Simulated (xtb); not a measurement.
Cl₄OW, charge -1, doublet, at a GFN2-xTB geometry (such geometries of metal compounds can be far from the true shape) (the multiplicity is a formal guess), atoms displaced at random by about 0.05 Å a coordinate; GFN2-xTB run with xtb 6.7.1.

Here is a job for xtb.
```
$ xtb mol.xyz --gfn 2 --chrg -1 --uhf 1 --opt extreme --json

# file mol.xyz
6

W      0.25976473     0.00839125    -0.05427711
O      1.65753138    -0.48365288    -0.91799197
Cl     0.44055993    -0.54491018     2.10248194
Cl    -1.32407377     0.70959755    -1.80127993
Cl    -1.26716936    -1.81659086    -0.07907514
Cl     0.38600583     2.20536736     0.53289097
```

It wrote (shortened):

```
   ID    Z sym.   atoms
    1   74 W      1
    2    8 O      2
    3   17 Cl     3-6

           -------------------------------------------------
          |                Calculation Setup                |
           -------------------------------------------------

           -------------------------------------------------
          |                 G F N 2 - x T B                 |
           -------------------------------------------------

          ...................................................
          :                      SETUP                      :
          :.................................................:
          :  # basis functions                  54          :
          :  # atomic orbitals                  49          :
          :  # shells                           17          :
          :  # electrons                        41          :
          :  max. iterations                   250          :
          :  Hamiltonian                  GFN2-xTB          :
          :  restarted?                      false          :
          :  GBSA solvation                  false          :
          :  PC potential                    false          :
          :  electronic temp.          300.0000000     K    :
          :  accuracy                    1.0000000          :
          :  -> integral cutoff          0.2500000E+02      :
          :  -> integral neglect         0.1000000E-07      :
          :  -> SCF convergence          0.1000000E-05 Eh   :
          :  -> wf. convergence          0.1000000E-03 e    :
          :  Broyden damping             0.4000000          :
          :  net charge                         -1          :
          :  unpaired electrons                  1          :
          ...................................................

 iter      E             dE          RMSdq      gap      omega  full diag
   1    -20.5360011 -0.205360E+02  0.225E+01    2.28       0.0  T
   2    -19.6515705  0.884431E+00  0.306E+01    0.99       1.0  T
   3    -23.7169979 -0.406543E+01  0.188E+01    1.13       1.0  T
   4    -24.1637462 -0.446748E+00  0.135E+01    0.87       1.0  T
   5    -25.0686701 -0.904924E+00  0.681E+00    1.03       1.0  T
   6    -24.4651007  0.603569E+00  0.183E+01    1.48       1.0  T
   7    -24.7037740 -0.238673E+00  0.145E+01    1.78       1.0  T
   8    -25.1650313 -0.461257E+00  0.570E+00    1.88       1.0  T
   9    -25.1708196 -0.578833E-02  0.596E+00    1.79       1.0  T
  10    -25.0311540  0.139666E+00  0.105E+01    1.35       1.0  T
  11    -25.2260989 -0.194945E+00  0.284E+00    1.36       1.0  T
  12    -25.2433025 -0.172036E-01  0.100E+00    1.45       1.0  T
  13    -25.2411308  0.217163E-02  0.157E+00    1.50       1.0  T
  14    -25.2448047 -0.367392E-02  0.880E-01    1.56       1.0  T
  15    -25.2441988  0.605930E-03  0.721E-01    1.49       1.0  T
  16    -25.2454842 -0.128535E-02  0.124E-01    1.53       1.0  T
  17    -25.2455182 -0.340484E-04  0.155E-01    1.53       1.0  T
  18    -25.2455673 -0.490416E-04  0.360E-02    1.53       1.1  T
  19    -25.2455674 -0.165110E-06  0.276E-02    1.53       1.5  T
  20    -25.2455691 -0.166081E-05  0.596E-03    1.53       6.8  T
  21    -25.2455691 -0.669159E-07  0.649E-03    1.53       6.3  T
  22    -25.2455692 -0.340365E-07  0.213E-03    1.53      19.2  T
  23    -25.2455692 -0.804118E-08  0.136E-03    1.53      30.1  T
  24    -25.2455692 -0.167930E-08  0.108E-03    1.53      38.0  T
  25    -25.2455692 -0.219192E-08  0.299E-04    1.53     136.6  T
  26    -25.2455692  0.398025E-09  0.380E-04    1.53     107.4  T

   *** convergence criteria satisfied after 26 iterations ***

         :::::::::::::::::::::::::::::::::::::::::::::::::::::
         ::                     SUMMARY                     ::
         :::::::::::::::::::::::::::::::::::::::::::::::::::::
         :: total energy             -25.219957919811 Eh    ::
         :: gradient norm              0.061760116263 Eh/a0 ::
         :: HOMO-LUMO gap              1.525901117412 eV    ::
         ::.................................................::
         :: SCC energy               -25.245561863846 Eh    ::
         :: -> isotropic ES            0.114039979665 Eh    ::
         :: -> anisotropic ES         -0.012173811977 Eh    ::
         :: -> anisotropic XC         -0.016341529406 Eh    ::
         :: -> dispersion             -0.009452409384 Eh    ::
         :: repulsion energy           0.025603944034 Eh    ::
         :: add. restraining           0.000000000000 Eh    ::
         :: total charge              -1.000000000000 e     ::
         :::::::::::::::::::::::::::::::::::::::::::::::::::::

      -----------------------------------------------------------
     |                   =====================                   |
     |                        A N C O P T                        |
     |                   =====================                   |
     |               Approximate Normal Coordinate               |
     |                Rational Function Optimizer                |
      -----------------------------------------------------------
      -----------------------------------------------------------
     |                   =====================                   |
     |                        A N C O P T                        |
     |                   =====================                   |
     |               Approximate Normal Coordinate               |
     |                Rational Function Optimizer                |
      -----------------------------------------------------------

          ...................................................
          :                      SETUP                      :
          :.................................................:
          :   optimization level           extreme          :
          :   max. optcycles                   200          :
          :   ANC micro-cycles                  20          :
[...]
 * total energy  :   -25.2199579 Eh     change       -0.5221175E-09 Eh
 * total energy  :   -25.2244820 Eh     change       -0.4524076E-02 Eh
 * total energy  :   -25.2266328 Eh     change       -0.2150764E-02 Eh
 * total energy  :   -25.2265718 Eh     change        0.6096260E-04 Eh
 * total energy  :   -25.2270247 Eh     change       -0.4528987E-03 Eh
 * total energy  :   -25.2270041 Eh     change        0.2060473E-04 Eh
 * total energy  :   -25.2270517 Eh     change       -0.4759550E-04 Eh
 * total energy  :   -25.2270462 Eh     change        0.5512313E-05 Eh
 * total energy  :   -25.2270522 Eh     change       -0.6002043E-05 Eh
 * total energy  :   -25.2270401 Eh     change        0.1211736E-04 Eh
 * total energy  :   -25.2270539 Eh     change       -0.1380858E-04 Eh
 * total energy  :   -25.2270539 Eh     change       -0.2405934E-07 Eh
   *** GEOMETRY OPTIMIZATION CONVERGED AFTER 12 ITERATIONS ***
[...]
   1    -25.2561023 -0.252561E+02  0.967E-05    1.84       0.0  T
   2    -25.2561023  0.467644E-10  0.164E-04    1.84     248.7  T
   3    -25.2561023 -0.627161E-10  0.868E-05    1.84     470.4  T

   *** convergence criteria satisfied after 3 iterations ***

         :::::::::::::::::::::::::::::::::::::::::::::::::::::
         ::                     SUMMARY                     ::
         :::::::::::::::::::::::::::::::::::::::::::::::::::::
         :: total energy             -25.227053892905 Eh    ::
         :: gradient norm              0.000031970582 Eh/a0 ::
         :: HOMO-LUMO gap              1.835149478163 eV    ::
         ::.................................................::
         :: SCC energy               -25.256095067768 Eh    ::
         :: -> isotropic ES            0.112049546203 Eh    ::
         :: -> anisotropic ES         -0.011974848171 Eh    ::
         :: -> anisotropic XC         -0.015819760432 Eh    ::
         :: -> dispersion             -0.009460160838 Eh    ::
         :: repulsion energy           0.029041174863 Eh    ::
         :: add. restraining           0.000000000000 Eh    ::
         :: total charge              -1.000000000000 e     ::
         :::::::::::::::::::::::::::::::::::::::::::::::::::::

           -------------------------------------------------
          |                Property Printout                |
           -------------------------------------------------

    * Orbital Energies and Occupations

         #    Occupation            Energy/Eh            Energy/eV
      -------------------------------------------------------------
         1        2.0000           -0.9797697             -26.6609
       ...           ...                  ...                  ...
         9        2.0000           -0.3484432              -9.4816
        10        2.0000           -0.3280358              -8.9263
        11        2.0000           -0.3279561              -8.9241
        12        2.0000           -0.3251697              -8.8483
        13        2.0000           -0.3214683              -8.7476
        14        2.0000           -0.3144271              -8.5560
        15        2.0000           -0.3050840              -8.3018
        16        2.0000           -0.3032200              -8.2510
        17        2.0000           -0.2990031              -8.1363
        18        2.0000           -0.2952646              -8.0346
        19        2.0000           -0.2950937              -8.0299
        20        2.0000           -0.2909442              -7.9170
        21        1.0000           -0.2024951              -5.5102 (HOMO)
        22                         -0.1350545              -3.6750 (LUMO)
        23                         -0.1317279              -3.5845
        24                         -0.1182268              -3.2171
        25                         -0.0594089              -1.6166
        26                          0.1526509               4.1538
        27                          0.1636923               4.4543
        28                          0.1640953               4.4653
        29                          0.1641111               4.4657
        30                          0.1642166               4.4686
        31                          0.1646604               4.4806
        32                          0.1649521               4.4886
       ...                                ...                  ...
        49                          1.2352682              33.6134
      -------------------------------------------------------------
                  HL-Gap            0.0674405 Eh            1.8351 eV
             Fermi-level           -0.2077472 Eh           -5.6531 eV

     #   Z          covCN         q      C6AA      α(0)
     1  74 W        4.255     0.767   428.650    45.663
     2   8 O        0.830    -0.442    22.548     6.366
     3  17 Cl       0.904    -0.336   109.954    16.042
     4  17 Cl       0.904    -0.336   109.952    16.042
     5  17 Cl       0.904    -0.327   109.635    16.019
     6  17 Cl       0.904    -0.327   109.635    16.019

 Mol. C6AA /au·bohr⁶  :       4463.818922
 Mol. C8AA /au·bohr⁸  :     302345.368432
 Mol. α(0) /au        :        116.150022

Wiberg/Mayer (AO) data.
largest (>0.10) Wiberg bond orders for each atom

 ---------------------------------------------------------------------------
     #   Z sym  total        # sym  WBO       # sym  WBO       # sym  WBO
 ---------------------------------------------------------------------------
     1  74 W    6.192 --     2 O    2.224     6 Cl   0.999     5 Cl   0.999
                             4 Cl   0.985     3 Cl   0.985
     2   8 O    2.462 --     1 W    2.224
     3  17 Cl   1.160 --     1 W    0.985
     4  17 Cl   1.160 --     1 W    0.985
     5  17 Cl   1.176 --     1 W    0.999
     6  17 Cl   1.176 --     1 W    0.999
 ---------------------------------------------------------------------------

Topologies differ in total number of bonds
Writing topology from bond orders to xtbtopo.mol

molecular dipole:
                 x           y           z       tot (Debye)
 q only:        0.010      -0.043       0.036
   full:        0.080      -0.065      -0.002       0.263
molecular quadrupole (traceless):
                xx          xy          yy          xz          yz          zz
 q only:        2.657      -1.353      -1.457      -2.857       1.040      -1.200
  q+dip:        5.423      -2.900      -3.220      -5.739       1.998      -2.203
   full:        5.357      -2.865      -3.181      -5.669       1.973      -2.176

optimized geometry written to: xtbopt.xyz

           -------------------------------------------------
          | TOTAL ENERGY              -25.227053892905 Eh   |
          | GRADIENT NORM               0.000031970582 Eh/α |
          | HOMO-LUMO GAP               1.835149478163 eV   |
           -------------------------------------------------

normal termination of xtb
```
